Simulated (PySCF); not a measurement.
**Unknown compound**

Molecular formula: C₅H₉NOSi. Simulated spectra:

¹H NMR (400 MHz, computed): δ 12.27 (s, 1H), 1.53 (s, 2H), 0.49 (s, 6H).

¹³C{¹H} NMR (computed): δ 247.8 (CH), 121.5 (C), 0.5 (CH2), -6.8 (CH3, 2C).

PySCF calculation with GFN2-xTB geometry and NMR shieldings at PBE0/pcSseg-1/GIAO; gas phase, non-relativistic Hamiltonian, one averaged value for each set of equivalent atoms, one conformer.

δ = σ(ref) − σ, references computed at the same level: ¹H (σ = 31.72 ppm), ¹³C (σ = 186.93 ppm) vs TMS.

Choose the structure that fits.
A. C[Si](C)(C=O)CC#N
B. [SiH3]CCc1ncco1
C. C=C([SiH3])/C=N\C(C)=O

Answers

A. 

- The formula gives 3 degrees of unsaturation (no ring in the answer).
- 4 carbon signals for 5 carbons: some carbons are equivalent by symmetry or fast rotation.
- Carbon types of the structure: 1 × C, 1 × CH, 1 × CH2, 2 × CH3, which accounts for all hydrogens.
- δC 247.8: carbonyl carbon.
- δC 121.5: nitrile carbon; typical of a nitrile.
- δC 0.5: sp3 CH2 bonded to Si, α to a nitrile; an electropositive neighbour leaves it electron-rich and shielded.
- δC -6.8: methyl carbon bonded to Si; an electropositive neighbour leaves it electron-rich and shielded.
- δH 12.27: hydrogen on a carbonyl carbon.

The others: C=C([SiH3])/C=N\C(C)=O would give 5 carbon signals, not 4; [SiH3]CCc1ncco1 would give 5 carbon signals, not 4.

Shifts are as computed. Against solution values, carbons near 30 ppm lie about +3 ppm off and those near 130 ppm about +5 ppm. Of 1211 compounds with measured shifts, 218 miss one by over three times the rms of a fit or turn the order of signals round; such compounds aren't used in these exercises. No couplings were computed; multiplicities are counted from neighbouring protons, with m where these are inequivalent, close in shift, in a saturated or five-membered ring or joined by F or P, and br s for small geminal =CH2 splittings.
